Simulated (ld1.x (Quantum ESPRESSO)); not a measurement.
**Configuration tests for zinc (Zn) (TM semilocal)**

ld1.x (Quantum ESPRESSO) 7.5 input, shortened:

```
&input
   title='Zn', zed=30., rel=1, dft='PZ', iswitch=3,
   config='[Ar] 3d10 4s1 4p0'
 /
 &inputp
   pseudotype=1, tm=.true., lloc=2,
   nlcc=.true., new_core_ps=.true., rcore=0.65
 /
3
4S  1  0   1.00   0.00  1.75  1.75  0.0
4P  2  1   0.00   0.00  2.75  2.75  0.0
3D  3  2  10.00   0.00  0.80  0.80  0.0
 &test
   configts(1)='3d10 4s1 4p0'
 /
```

Energies are relative to the spin-unpolarised reference configuration 3d10 4s1 4p0; without spin polarisation the order of configurations can differ from experiment. Spin-polarised rows fill each open shell by Hund’s rule, majority spin first.

```tsv
valence configuration	charge	ΔE all-electron (eV)	error AE − PS (meV)
3d10 4s2 4p0	0	-10.190	-5.7
3d10 4s0 4p0	+2	18.769	-20
3d9 4s0 4p0	+3	59.659	-116
3d10 4s1 4p1	0	-5.006	-0.7
3d10 4s1.5 4p0	+0.5	-6.112	-1.6
3d8 4s0 4p0	+4	121.807	-838
3d10 4s1 4p0 (spin-polarised)	+1	-0.248	+1.4
3d9 4s0 4p0 (spin-polarised)	+3	59.387	-101
```

What are ΔE and the potential's error for 3d9 4s2 4p0?

ΔE = 8.015 eV all-electron; the error (AE − PS) is -231 meV.

Levels in the configuration 3d10 4s0 4p0:

| level | all-electron (eV) | pseudo (eV) |
| --- | --- | --- |
| 3d | -31.222 | -31.152 |
